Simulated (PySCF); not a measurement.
**Excitation energies in several basis sets**

C2H7GeN.
Structure used (PBE0-D3(BJ)/def2-SVP), in Å, numbered top down from 1:
```xyz
11
C2H7GeN angstrom
C     -1.4693    0.0033   -0.1314
N     -0.7149    1.2150   -0.0208
C      0.5487    1.2022   -0.0854
Ge     1.7616   -0.3523   -0.3284
H     -2.0893   -0.1203    0.7713
H     -0.8648   -0.9161   -0.2707
H     -2.1708    0.0904   -0.9771
H      1.0549    2.1797    0.0043
H      1.4969   -1.0796   -1.6603
H      3.1968    0.2023   -0.3364
H      1.6224   -1.3678    0.8215
```

TDDFT with PBE0 (PySCF), vertical singlets, core orbitals frozen in the response, spherical d and f functions. Isolated species at its PBE0-D3(BJ)/def2-SVP geometry, gas phase. Relativistic effects, spin–orbit coupling among them, are left out although an element past zinc is present.

```tsv
basis	functions	diffuse	S1 (eV)	S2 (eV)	S3 (eV)	S4 (eV)	S5 (eV)	LUMO (eV)	α (au)
6-31G*	88	no	4.31	6.88	7.34	7.47	7.81	-0.50	54.9
def2-SVP	109	no	4.20	6.81	7.15	7.36	7.65	-0.68	58.0
def2-SVPD	154	yes	4.17	6.16	6.65	6.88	7.20	-0.90	66.9
aug-cc-pVDZ	168	yes	4.18	5.78	6.26	6.47	6.78	-0.90	68.5
def2-TZVP	183	no	4.19	6.66	6.92	7.09	7.41	-0.84	65.0
def2-TZVPD	228	yes	4.16	6.03	6.53	6.73	7.07	-0.91	68.1
```

**Question.** Compare the sets with the largest diffuse one.

**Answer.** States are compared by their number. Against the largest diffuse basis here (def2-TZVPD, itself not a converged limit), sets without diffuse functions differ by up to 0.15 eV in S1 and 0.75 eV in S5; the smaller diffuse sets differ by up to 0.02 and 0.29 eV. State by state, the largest deviation of a set without diffuse functions is S1 0.15, S2 0.84, S3 0.82, S4 0.74, S5 0.75 eV. The same number needn't mean the same state in each row. Against def2-TZVPD the polarisability deviates by -19% in 6-31G*, -15% in def2-SVP, -2% in def2-SVPD, +1% in aug-cc-pVDZ, -5% in def2-TZVP.
